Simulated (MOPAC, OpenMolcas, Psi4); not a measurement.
A ladder of methods for C2HF2Ge (SMILES C#[C][Ge]([F])[F])

C2HF2Ge has 6 atoms, charge 0, and is taken as a doublet. As SMILES, `C#[C][Ge]([F])[F]`. Geometry: relaxed at PBE0-D4/def2-TZVP.

Quantity: the dipole moment, in D. The values are calculated.

```tsv
level	kind	program	value (D)
PM7	semi-empirical	MOPAC	3.92
UHF/6-31G* (spherical functions)	Hartree–Fock	OpenMolcas	3.54
USVWN5/6-31G* (spherical functions)	LDA	OpenMolcas	2.81
U-revPBE/6-31G* (spherical functions)	GGA	OpenMolcas	2.70
UM06-L/6-31G* (spherical functions)	meta-GGA	OpenMolcas	2.89
UBHLYP/6-31G* (spherical functions)	global hybrid	OpenMolcas	3.23
UM06-2X/6-31G* (spherical functions)	hybrid meta-GGA	Psi4	3.07
U-wB97M-V/6-31G* (spherical functions)	range-separated hybrid	Psi4	2.98
```

All-electron rows without a relativistic Hamiltonian named are non-relativistic. The values span 2.70 to 3.92 D. Magnitudes only.
